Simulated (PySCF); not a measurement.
## How the method moves the HOMO and LUMO of `BC#CCCl`

C₃H₄BCl.
Structure used (PBE0-D3(BJ)/def2-SVP), in Å, numbered top down from 1:
```
atom  x, y, z in Å
B1     1.6824    1.3533    0.2994
C2     0.5846    0.4666   -0.2143
C3    -0.3120   -0.2540   -0.6336
C4    -1.3579   -1.1172   -1.1196
Cl5   -2.6780   -0.2529   -1.9755
H6     2.6205    0.8718    0.8873
H7     1.6267    2.5461    0.1245
H8    -1.8154   -1.6664   -0.2831
H9    -0.9441   -1.8584   -1.8196
```

Basis pcSseg-2 throughout (PySCF), one geometry. Geometry: PBE0-D3(BJ)/def2-SVP; no solvent, vibrations or thermal averaging.

Problem. How do the orbital energies, the gap and the dipole change with the method?

Solution. 
```json
{"method": "BLYP", "kind": "GGA", "HOMO (eV)": "-6.70", "LUMO (eV)": "-3.19", "gap (eV)": "3.50", "μ (D)": "1.76", "SCF cycles": "14"}
{"method": "B97-D", "kind": "GGA", "HOMO (eV)": "-6.81", "LUMO (eV)": "-3.18", "gap (eV)": "3.63", "μ (D)": "1.75", "SCF cycles": "14"}
{"method": "OPBE", "kind": "GGA", "HOMO (eV)": "-6.83", "LUMO (eV)": "-3.24", "gap (eV)": "3.59", "μ (D)": "1.75", "SCF cycles": "15"}
{"method": "PBE", "kind": "GGA", "HOMO (eV)": "-6.84", "LUMO (eV)": "-3.37", "gap (eV)": "3.48", "μ (D)": "1.76", "SCF cycles": "15"}
{"method": "KT2", "kind": "GGA", "HOMO (eV)": "-6.86", "LUMO (eV)": "-3.35", "gap (eV)": "3.52", "μ (D)": "1.74", "SCF cycles": "15"}
{"method": "KT3", "kind": "GGA", "HOMO (eV)": "-6.89", "LUMO (eV)": "-3.27", "gap (eV)": "3.61", "μ (D)": "1.72", "SCF cycles": "15"}
{"method": "BP86", "kind": "GGA", "HOMO (eV)": "-6.93", "LUMO (eV)": "-3.42", "gap (eV)": "3.51", "μ (D)": "1.77", "SCF cycles": "14"}
{"method": "LDA", "kind": "LDA", "HOMO (eV)": "-6.98", "LUMO (eV)": "-3.63", "gap (eV)": "3.35", "μ (D)": "1.80", "SCF cycles": "14"}
{"method": "B97-2", "kind": "global hybrid", "HOMO (eV)": "-7.77", "LUMO (eV)": "-2.41", "gap (eV)": "5.36", "μ (D)": "1.75", "SCF cycles": "14"}
{"method": "B3LYP", "kind": "global hybrid", "HOMO (eV)": "-7.79", "LUMO (eV)": "-2.61", "gap (eV)": "5.18", "μ (D)": "1.75", "SCF cycles": "14"}
{"method": "PBE0", "kind": "global hybrid", "HOMO (eV)": "-8.02", "LUMO (eV)": "-2.42", "gap (eV)": "5.59", "μ (D)": "1.76", "SCF cycles": "14"}
{"method": "mPW1PW91", "kind": "global hybrid", "HOMO (eV)": "-8.04", "LUMO (eV)": "-2.42", "gap (eV)": "5.62", "μ (D)": "1.75", "SCF cycles": "14"}
{"method": "BHandHLYP", "kind": "global hybrid", "HOMO (eV)": "-9.06", "LUMO (eV)": "-1.37", "gap (eV)": "7.69", "μ (D)": "1.77", "SCF cycles": "13"}
{"method": "CAM-B3LYP", "kind": "range-separated hybrid", "HOMO (eV)": "-9.32", "LUMO (eV)": "-1.32", "gap (eV)": "8.00", "μ (D)": "1.76", "SCF cycles": "12"}
{"method": "wB97X-D", "kind": "range-separated hybrid", "HOMO (eV)": "-9.82", "LUMO (eV)": "-0.57", "gap (eV)": "9.25", "μ (D)": "1.76", "SCF cycles": "15"}
{"method": "HF", "kind": "Hartree–Fock", "HOMO (eV)": "-10.65", "LUMO (eV)": "1.09", "gap (eV)": "11.74", "μ (D)": "1.82", "SCF cycles": "12"}
{"method": "LC-wPBE", "kind": "range-separated hybrid", "HOMO (eV)": "-10.69", "LUMO (eV)": "-0.20", "gap (eV)": "10.49", "μ (D)": "1.74", "SCF cycles": "14"}
```

The HOMO spans 3.99 eV, from BLYP down to LC-wPBE, and the gap runs from 3.35 eV (LDA) to 11.74 eV (HF). Over the methods BLYP (0 %), B97-D (0 %), OPBE (0 %), PBE (0 %), KT2 (0 %), KT3 (0 %), BP86 (0 %), LDA (0 %), B97-2 (21 %), B3LYP (20 %), PBE0 (25 %), mPW1PW91 (25 %), BHandHLYP (50 %), HF (100 %), a straight line through the gap against the share of exact exchange rises by 0.82 eV for each 10 % (correlation coefficient 1.000). The dipole ranges from 1.72 D (KT3) to 1.82 D (HF). This basis has no diffuse functions.

The vertical ΔSCF ionisation energy at CAM-B3LYP/def2-SVPD is 10.25 eV; −ε(HOMO) comes closest to it with HF (10.65 eV).
